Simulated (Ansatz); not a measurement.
Calculated with Ansatz (gas phase, PBE0-D4/def2-TZVP geometries, no zero-point term in ΔE). CCSD(T)/CBS adds triple-zeta CCSD(T) − MP2 to the extrapolated MP2 energy (def2 sets, frozen cores). Functionals use def2-TZVPP. Each species was taken in one conformer, which may not be the lowest.

Consider the ligand exchange at the Si–O bond: `C[SiH](O)O[SiH](O)O` + CH₃NH₂ → `CN[SiH](C)O` + `O[SiH](O)O`.

```csv
level,ΔE (kJ/mol),difference from CCSD(T)/CBS
PBE0-D4,66.2,-3.7
ωB97X-V,69.7,-0.2
ωB97M-V,69.3,-0.6
B2PLYP,70.2,0.3
PBE,61.3,-8.6
PBE0,64.9,-5.0
MP2/def2-TZVPP,68.3,-1.6
CCSD/def2-TZVPP,71.7,1.8
MP2/def2-QZVPP,68.3,-1.6
SCS-MP2/def2-QZVPP,70.3,0.4
CCSD(T)/CBS,69.9,0
```

Largest T1 diagnostic among the species: 0.011.

From PBE to PBE0 (25 % exact exchange), in def2-TZVPP and without D4, ΔE moves by +3.6 kJ/mol. In def2-TZVPP, CCSD(T) changes the Hartree–Fock value by −8.7 kJ/mol (the triples alone add −1.0 kJ/mol) and MP2 by −11.0 kJ/mol.
